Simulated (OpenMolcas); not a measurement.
Co2+ with its 6 nearest fluoride ions at 2.014 Å, on the Ga site of K2NaGaF6 (a = 8.246 Å, distance in the model lattice 1.938 Å). The rest of the host is ab initio model potentials to 7.6 Å, with orthogonalisation functions on the cations behind the ligands, and point charges beyond; the distance is set by hand and nothing relaxes, and no local charge compensation is placed. Ligand basis ANO-RCC-VDZP.

```json
{
  "Program": "OpenMolcas",
  "Method": "SS-CASPT2, IPEA 0.25 Eh, imaginary shift 0.1 Eh (closed shells correlated: 3s 3p and the ligand valence shells)",
  "Basis": "ANO-RCC-VTZP [6s5p3d2f1g]",
  "Scalar Hamiltonian": "DKH2, point nucleus",
  "Active space": "7 electrons in 5 orbitals (3d)",
  "State averaging": "2S+1 = 4 even, 10 roots; 2S+1 = 2 even, 40 roots",
  "Spin-orbit coupling": "RASSI with atomic mean-field integrals over the reference wave functions"
}
```

(1) What is the spin-free ground state (labels of O, the rotations of Oh)?

(2) Where is the first state of the same spin?

(3) What are the lowest two levels with spin-orbit coupling?

(4) What is χT at 300 K, and how does it compare with the textbook value?

Results:

(1) 4T1, 3-fold in its orbital part, 98 % from free-ion F terms; it has the highest spin that d7 allows.

(2) 4T2 at 8620 cm-1 above the ground state.

(3) A 2-fold level Γ6 with g = 4.41, 4.41, 4.41, then a 4-fold level Γ8 370 cm-1 above it. Their leading multiplicities are 4 (100 %) and 4 (100 %).

(4) The lowest level has 2S+1 = 4, for which the spin-only value is χT = S(S+1) / 2 = 1.875 cm3 K/mol (g = 2). The computed 3.501 at 300 K differs by +1.626, through orbital momentum, spin-orbit coupling and any other state in reach. With a threefold ground state the orbital momentum is unquenched, so the spin-only value is not expected to hold.

Roots that are degenerate in the reference are averaged as groups; the widest CASPT2 spread within a group is 42 cm-1 (the 2-fold group of multiplicity 2 near 28900 cm-1 above the lowest state of its run). Shifts and gaps below about the spread of the groups concerned are not significant. Over all roots computed the reference weight is 0.72 to 0.74; a low but even weight reflects the number of correlated electrons. An orbital triplet at a regular site is open to Jahn-Teller coupling, which can distort the site and quench the lowest spin-orbit gaps and is left out. A single d shell leaves out the double-shell effect, which counts most for late 3d ions, where the CASPT2 field can be off either way by tens of per cent. Ligand-to-metal charge-transfer states are missing. These CASPT2 states fit no ligand-field parameters well, so their order and spin gaps are uncertain. For late 3d ions with one d shell CASPT2 can put B and the spin-flip bands somewhat low as well as high. With one d shell and no ligand orbital active, 10Dq can be off by tens of per cent for divalent 3d ions, low with halides held by bare charges and at times high in hosts. Free-ion shares, where given, are those of the reference states; single-state CASPT2 does not remix them. No measured value stands beside these numbers; the geometry was set by hand and not optimised.
